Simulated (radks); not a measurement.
Values are calculated unless marked as measured or tabulated.
Species: Ir4+. Configuration: [Xe] 4f14 5d5 (the NIST ground configuration). Level of theory: scalar-relativistic Kohn-Sham, exchange-only B88, spin-polarised, spherical densities, point nucleus; open shells are filled with parallel spins first (spin-orbit coupling, left out, can overturn this in heavy ions) (a radial shooting solver on a logarithmic mesh with Libxc functionals).

Unscreened Slater integrals over Kohn-Sham orbitals (cm^-1). They are taken over the spin-up orbitals.

| integral | value |
|---|---|
| F0(5d,5d) | 133270 |
| F2(5d,5d) | 70536 |
| F4(5d,5d) | 47147 |
| F0(5d,5p) | 149710 |
| F2(5d,5p) | 75396 |
| G1(5d,5p) | 90915 |
| G3(5d,5p) | 56571 |
| F0(5d,4f) | 170340 |
| F2(5d,4f) | 41148 |
| F4(5d,4f) | 19431 |
| G1(5d,4f) | 14207 |
| G3(5d,4f) | 13177 |
| G5(5d,4f) | 10486 |
| F0(5d,5s) | 155830 |
| G2(5d,5s) | 59786 |
| F0(5p,5p) | 176180 |
| F2(5p,5p) | 95344 |
| F0(5p,4f) | 216130 |
| F2(5p,4f) | 68018 |
| G2(5p,4f) | 27234 |
| G4(5p,4f) | 22693 |
| F0(5p,5s) | 187510 |
| G1(5p,5s) | 125400 |
| F0(4f,4f) | 375610 |
| F2(4f,4f) | 184710 |
| F4(4f,4f) | 117210 |
| F6(4f,4f) | 84710 |
| F0(4f,5s) | 241860 |
| G3(4f,5s) | 34852 |
| F0(5s,5s) | 202160 |

Derived for the open shells (J is the average intra-shell exchange parameter used in DFT+U). 5d: Racah B = F2/49 - 5 F4/441 = 905.0 cm^-1, C = 35 F4/441 = 3742 cm^-1, C/B = 4.13, F4/F2 = 0.668, J = (F2 + F4)/14 = 8406 cm^-1.
